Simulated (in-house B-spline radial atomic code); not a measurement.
A run on neutral gadolinium (an excited or competing configuration) that did not converge. Method: scalar-relativistic (X2C) wB97X, spin-polarised, spherical fractional occupations, exact exchange averaged over the configuration, Fermi nucleus of rms radius 5.1569 fm; computed with a B-spline radial code for spherical atoms.

Command:
```bash
python run_scf.py task.json out
```
Settings (nuclear radius in fm, mass in u):
```
Z                64
configuration    [Kr] 4d9 4f7 5s2 5p6 5d1 6s2 7s1
hamiltonian      x2c
method           wb97x
spin_polarised   True
nucleus          fermi
rms_radius       5.1569
atomic_mass      157.92411
speed_of_light   137.035999084
exact_exchange   averaged over the configuration
```

First and last ten iterations of the last attempt (damped for 15 steps, keeping 80 % of the old Fock matrix, then DIIS):
```
 iter        energy (Eh)    residual
    1      -11220.899699    7.24e-01
    2      -11236.941921    1.06e+00
    3      -11250.774655    6.94e-01
    4      -11258.243493    4.59e-01
    5      -11262.109900    2.93e-01
    6      -11264.035622    1.98e-01
    7      -11264.968983    1.35e-01
    8      -11265.417909    9.42e-02
    9      -11265.637303    6.69e-02
   10      -11265.748580    4.75e-02
  111      -11265.898341    1.19e-06
  112      -11265.898341    2.10e-06
  113      -11265.898341    2.56e-06
  114      -11265.898341    9.71e-07
  115      -11265.898341    9.71e-07
  116      -11265.898341    9.92e-07
  117      -11265.898341    1.10e-06
  118      -11265.898341    1.08e-06
  119      -11265.898341    1.16e-06
  120      -11265.898341    1.24e-06
 not converged after 120 iterations
```

The smallest residual met was 9.3e-07; the threshold is about 6e-07. Over the last five steps the energy moves by less than 1e-08 hartree, but the orbitals didn't meet the threshold. Run time, properties included: 22 s on 1 thread of Intel(R) Xeon(R) 6975P-C (shared host).
